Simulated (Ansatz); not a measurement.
F₃Ti (SMILES [F][Ti]([F])[F]), doublet, geometry from GFN2-xTB (such geometries of metal compounds can be far from the true shape). Base run: Ansatz (a program for electronic structure) with PBE0/3-21G.

The Ansatz input:
Ansatz 0.2 input:
```yaml
crystal:
  periodic: [false, false, false]
  atoms:
    - {symbol: Ti, position_ang: [0.00000000, -0.00000000, -0.00000000]}
    - {symbol: F, position_ang: [-1.44890707, -0.87306393, 0.07165357]}
    - {symbol: F, position_ang: [0.02042256, 1.55241999, -0.67548625]}
    - {symbol: F, position_ang: [1.42848452, -0.67935606, 0.60383267]}
basis:
  gaussian:
    orbitals: 3-21G.json
hamiltonian:
  xc: pbe0
magnetization: {spin_polarized: true, initial_magnetization: 1}
```
The basis file holds 3-21G in the JSON format of the Basis Set Exchange.

Each row names what was changed in the base input (with any setting that the change needs).

| change | ΔE vs base (eV) |
|---|---|
| base | 0.00 |
| occupation = up:A1:14 B1:4 B2:7 down:A1:12 A2:1 B1:4 B2:7 | 10.12 |
| symmetry_tolerance_ang = 0.01 | 0.00 |
| occupation = up:A1:12 A2:2 B1:4 B2:7 down:A1:12 A2:1 B1:4 B2:7 | 0.93 |
| occupation = up:A1:13 A2:2 B1:3 B2:7 down:A1:12 A2:1 B1:4 B2:7 | 8.16 |
| occupation = up:A1:13 A2:1 B1:4 B2:7 down:A1:12 A2:1 B1:4 B2:7 | 0.00 |
| occupation = up:A1:12 A2:1 B1:5 B2:7 down:A1:12 A2:1 B1:4 B2:7 | 0.93 |
